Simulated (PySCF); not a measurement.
Species: C2H9BO2Si.
SMILES: `BCO[SiH2]OC`

The closed-shell SCF was solved with PySCF and density fitting under several settings on one GFN2-xTB geometry (grid level 2 and gas phase unless stated).

```
                                 settings  basis functions  SCF cycles     E (Eh)  HOMO (eV)  LUMO (eV)  dipole (D)
                            PBE0/pcSseg-1              154          13  -545.9738      -7.92      -1.72        1.88
                           PBE0/def2-SVPD              202          13  -545.7471      -7.98      -1.71        1.67
                           B97-D/pcSseg-1              154          16  -546.2222      -6.48      -2.52        1.81
B97-2/pcSseg-1, energy threshold 1e-08 Eh              154           9  -546.3194      -7.67      -1.69        1.87
```

Question: Estimate the rows for these settings: (1) PBE/def2-SVPD, IEF-PCM acetonitrile; (2) LDA/pcSseg-1, IEF-PCM dichloromethane.

Answer: 
```csv
settings,basis functions,SCF cycles,E (Eh),HOMO (eV),LUMO (eV),dipole (D)
"PBE/def2-SVPD, IEF-PCM acetonitrile",202,15,-545.6940,-6.56,-2.49,2.10
"LDA/pcSseg-1, IEF-PCM dichloromethane",154,15,-543.1137,-6.59,-2.78,2.26
```

Question: Over all rows, what range does the HOMO–LUMO gap span?

Answer: From 3.81 eV (LDA/pcSseg-1, IEF-PCM dichloromethane) to 6.27 eV (PBE0/def2-SVPD). The functional of the narrowest has no exact exchange, that of the widest 25 % exact exchange.

Question: Compare two rows with the functional PBE0: PBE0/pcSseg-1 and PBE0/def2-SVPD. Which energy is lower, and by how much?

Answer: PBE0/pcSseg-1 (154 functions) lies 0.2267 Eh or 142 kcal/mol below PBE0/def2-SVPD (202 functions). The smaller set gives the lower energy; the two sets aren't nested, so the variational bound doesn't order them by size.

B97-D ran without the empirical dispersion term, which would shift the total energy alone. Cycle counts include a coarse-grid stage where the run had one. Geometry: GFN2-xTB, one conformer.

Shape of the structure used: `[BH2:1][CH2:2][O:3][SiH2:4][O:5][CH3:6]`: B1–C2–O3–Si4 -1°, C2–O3–Si4–O5 -174°, O3–Si4–O5–C6 -57°.
